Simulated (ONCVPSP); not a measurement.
# Al (Z = 13): excitation energies, all-electron against ONCV

aluminium, optimised norm-conserving Vanderbilt (ONCV), made with ONCVPSP 4.0.1 (PBEsol, scalar-relativistic). Core [Ne], reference 3s1.75 3p1.25. Waves: 3s: rc 2.25 bohr, ncon 3, nbas 8, qcut 3.2 1/bohr, 3 projectors, debl 1.9 Ha; 3p: rc 1.80 bohr, ncon 3, nbas 7, qcut 5.3 1/bohr, 2 projectors, debl 2.4 Ha. Local part: polynomial inside 1.30 bohr (lpopt 5, dvloc0 1 Ha). Core correction: none.

Energies are relative to the spin-unpolarised reference configuration 3s1.75 3p1.25; without spin polarisation the order of configurations can differ from experiment.

```json
{"valence configuration": "3s2 3p1", "charge": "0", "ΔE all-electron (eV)": "-1.262", "error AE − PS (meV)": "-0.3"}
{"valence configuration": "3s2 3p0", "charge": "+1", "ΔE all-electron (eV)": "4.474", "error AE − PS (meV)": "-2.7"}
```

Question: What are ΔE and the potential's error for 3s1 3p0?

Answer: ΔE = 23.644 eV all-electron; the error (AE − PS) is +2.6 meV.

Question: What are ΔE and the potential's error for 3s2 3p0.5?

Answer: ΔE = 0.811 eV all-electron; the error (AE − PS) is -1.0 meV.

Levels in the configuration 3s2 3p0:

```
level  all-electron (eV)  pseudo (eV)
   3s            -14.774      -14.775
```
